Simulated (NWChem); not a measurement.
System: GeNH$_{2}$Cl, singlet; SMILES [NH2][Ge][Cl]

The following NWChem deck was run.

```
start job
memory heap 200 mb stack 900 mb global 1100 mb
geometry units angstroms noautoz
  Ge     0.470645     0.520238     0.000000
  Cl    -0.156099    -1.629605     0.000000
  N     -1.233627     1.196295     0.000000
  H     -2.080827     0.618247     0.000000
  H     -1.433292     2.201113     0.000000
end
basis spherical
  Ge library def2-svp
  Cl library def2-svp
  N library def2-svp
  H library def2-svp
end
dft
  xc xwpbe 0.80 cpbe96 1.0 hfexch 1.00
  cam 0.2 cam_alpha 0.2 cam_beta 0.8
  iterations 150
  mulliken
end
task dft energy
```

Parts of the log:

```
             Northwest Computational Chemistry Package (NWChem) 7.3.0
             --------------------------------------------------------

 CS  symmetry detected

                             Geometry "geometry" -> ""
                             -------------------------

 Output coordinates in angstroms (scale by  1.889725989 to convert to a.u.)

  No.       Tag          Charge          X              Y              Z
 ---- ---------------- ---------- -------------- -------------- --------------
    1 Ge                  32.0000     0.45629361     0.52661786     0.00000000
    2 Cl                  17.0000    -0.12953512    -1.63473303     0.00000000
    3 N                    7.0000    -1.26050246     1.17020730     0.00000000
    4 H                    1.0000    -2.09657895     0.57618421     0.00000000
    5 H                    1.0000    -1.47920217     2.17105482     0.00000000

 Effective nuclear repulsion energy (a.u.)     240.1293395586

      Symmetry information
      --------------------

 Group name             Cs
 Group number              2
 Group order               2
 No. of unique centers     5

  pbe96 is a nonlocal functional; adding pw91lda local functional.

                                 NWChem DFT Module
                                 -----------------

 Summary of "ao basis" -> "ao basis" (spherical)
 ------------------------------------------------------------------------------
       Tag                 Description            Shells   Functions and Types
 ---------------- ------------------------------  ------  ---------------------
 Ge                         def2-svp                12       32   5s4p3d
 Cl                         def2-svp                 8       18   4s3p1d
 N                          def2-svp                 6       14   3s2p1d
 H                          def2-svp                 3        5   2s1p

      Symmetry analysis of basis
      --------------------------

        a'         53
        a"         21

            General Information
            -------------------
          SCF calculation type: DFT
          Wavefunction type:  closed shell.
          No. of atoms     :     5
          No. of electrons :    58
           Alpha electrons :    29
            Beta electrons :    29
          Charge           :     0
          Spin multiplicity:     1
          Use of symmetry is: on ; symmetry adaption is: on
          Maximum number of iterations: 150
          AO basis - number of functions:    74
                     number of shells:    32
          Convergence on energy requested:  1.00D-06
          Convergence on density requested:  1.00D-05
          Convergence on gradient requested:  5.00D-04

              XC Information
              --------------
                     Hartree-Fock (Exact) Exchange  1.000
                     LC-wPBE(h)Exchange Functional  0.800
            Perdew 1991 LDA Correlation Functional  1.000 local
           PerdewBurkeErnz. Correlation Functional  1.000 non-local

           Range-Separation Parameters
           ---------------------------
           Alpha           :  0.20
           Beta            :  0.80
           Gamma           :  0.20
           Short-Range HF  :     F

             Grid Information
             ----------------
          Grid used for XC integration:  medium
          Radial quadrature: Mura-Knowles
          Angular quadrature: Lebedev.
          Tag              B.-S. Rad. Rad. Pts. Rad. Cut. Ang. Pts.
          ---              ---------- --------- --------- ---------
          Ge                  1.25      112           8.0       590
          Cl                  1.00       88          11.0       590
          N                   0.65       49           8.0       434
          H                   0.35       45          10.0       434
          Grid pruning is: on
          Number of quadrature shells:   339
          Spatial weights used:  Erf1

      Superposition of Atomic Density Guess
      -------------------------------------

 Sum of atomic energies:       -2589.60974917

      Non-variational initial energy
      ------------------------------

 Total energy =   -2590.190009
 1-e energy   =   -4083.375191
 2-e energy   =    1253.055843
 HOMO         =      -0.284930
 LUMO         =      -0.023909

      Symmetry analysis of molecular orbitals - initial
      -------------------------------------------------

  Numbering of irreducible representations:

     1 a'          2 a"

  Orbital symmetries:

     1 a'          2 a'          3 a'          4 a'          5 a'
     6 a"          7 a'          8 a'          9 a'         10 a'
    11 a"         12 a'         13 a'         14 a'         15 a"
    16 a'         17 a'         18 a'         19 a"         20 a"
    21 a'         22 a'         23 a'         24 a'         25 a'
    26 a"         27 a'         28 a"         29 a'         30 a"
    31 a'         32 a'         33 a'         34 a'         35 a'
    36 a'         37 a"         38 a'         39 a'

     ---------------------------------------------
      Total Density - Mulliken Population Analysis
     ---------------------------------------------

    Atom       Charge   Shell Charges
 -----------   ------   -------------------------------------------------------
    1 Ge  32    31.07   2.00  2.00  2.00  1.33  0.54  6.00  5.98  0.61  0.51  8.15  1.80  0.16
    2 Cl  17    17.57   2.00  1.99  1.23  0.73  5.94  2.19  3.47  0.01
    3 N    7     7.84   1.99  1.04  0.47  2.56  1.76  0.01
    4 H    1     0.77   0.59  0.14  0.04
    5 H    1     0.76   0.58  0.13  0.04

   convergence    iter        energy       DeltaE   RMS-Dens  Diis-err
 ---------------- ----- ----------------- --------- --------- ---------
 d= 0,ls=0.0,diis     1  -2592.2495591250 -2.83D+03  1.19D-02  4.42D-01
 d= 0,ls=0.0,diis     2  -2592.2685768215 -1.90D-02  4.98D-03  3.17D-01
 d= 0,ls=0.0,diis     3  -2592.3044668505 -3.59D-02  1.20D-03  2.15D-02
 d= 0,ls=0.0,diis     4  -2592.3065664320 -2.10D-03  4.11D-04  1.62D-03
 d= 0,ls=0.0,diis     5  -2592.3067452443 -1.79D-04  8.98D-05  1.76D-05
  Resetting Diis
 d= 0,ls=0.0,diis     6  -2592.3067491337 -3.89D-06  2.69D-05  4.35D-06
 d= 0,ls=0.0,diis     7  -2592.3067497009 -5.67D-07  1.26D-05  3.64D-07
 d= 0,ls=0.0,diis     8  -2592.3067497450 -4.41D-08  3.27D-06  2.90D-07

         Total DFT energy =    -2592.306749745004
      One electron energy =    -4084.670161608560
           Coulomb energy =     1366.732714009280
    Exchange-Corr. energy =     -114.498641704353
 Nuclear repulsion energy =      240.129339558629

 Numeric. integr. density =       57.999996066965

                  Occupations of the irreducible representations
                  ----------------------------------------------

                     irrep           alpha         beta
                     --------     --------     --------
                     a'               22.0         22.0
                     a"                7.0          7.0

                       DFT Final Molecular Orbital Analysis
                       ------------------------------------

 Vector   27  Occ=2.000000D+00  E=-3.851390D-01  Symmetry=a'
              MO Center= -2.1D-02, -1.3D+00, -6.3D-16, r^2= 2.0D+00
   Bfn.  Coefficient  Atom+Function         Bfn.  Coefficient  Atom+Function
  ----- ------------  ---------------      ----- ------------  ---------------
    43      0.480775  2 Cl px                44     -0.370091  2 Cl py
    40      0.349584  2 Cl px                41     -0.269020  2 Cl py
    37      0.204942  2 Cl px                 4      0.167535  1 Ge s
    38     -0.157749  2 Cl py                15      0.116758  1 Ge px
     3     -0.099425  1 Ge s                 12      0.099092  1 Ge px

 Vector   28  Occ=2.000000D+00  E=-3.587882D-01  Symmetry=a"
              MO Center= -8.3D-01,  2.7D-01, -1.2D-15, r^2= 3.0D+00
   Bfn.  Coefficient  Atom+Function         Bfn.  Coefficient  Atom+Function
  ----- ------------  ---------------      ----- ------------  ---------------
    56      0.469472  3 N  pz                59     -0.402966  3 N  pz
    45      0.388321  2 Cl pz                42      0.271647  2 Cl pz
    39      0.159360  2 Cl pz                14     -0.097444  1 Ge pz
    17     -0.081118  1 Ge pz                11      0.056454  1 Ge pz
    29     -0.042165  1 Ge d -1              21      0.036384  1 Ge d  1

 Vector   29  Occ=2.000000D+00  E=-3.397012D-01  Symmetry=a'
              MO Center=  3.7D-01,  3.5D-02, -3.2D-16, r^2= 3.4D+00
   Bfn.  Coefficient  Atom+Function         Bfn.  Coefficient  Atom+Function
  ----- ------------  ---------------      ----- ------------  ---------------
     4      0.485368  1 Ge s                 43     -0.364665  2 Cl px
     5      0.299435  1 Ge s                  3     -0.279751  1 Ge s
    40     -0.253920  2 Cl px                12      0.246902  1 Ge px
    53     -0.205572  3 N  s                 44     -0.203098  2 Cl py
    54      0.190478  3 N  px                15      0.160263  1 Ge px

 Vector   30  Occ=0.000000D+00  E=-1.382115D-03  Symmetry=a"
              MO Center=  3.2D-01,  5.0D-01, -2.8D-15, r^2= 3.1D+00
   Bfn.  Coefficient  Atom+Function         Bfn.  Coefficient  Atom+Function
  ----- ------------  ---------------      ----- ------------  ---------------
    17      0.682575  1 Ge pz                14      0.442380  1 Ge pz
    59     -0.297415  3 N  pz                56      0.251418  3 N  pz
    11     -0.242816  1 Ge pz                45     -0.235834  2 Cl pz
    42     -0.126219  2 Cl pz                 8      0.078454  1 Ge pz
    39     -0.073664  2 Cl pz                47      0.033007  2 Cl d -1

[...]
```

Level: LRC-wPBEh/def2-SVP. Low-valent species are run as closed-shell singlets; no triplet was tried in these runs. Structure relaxed at the PBE-D3(BJ)/def2-SVP level.
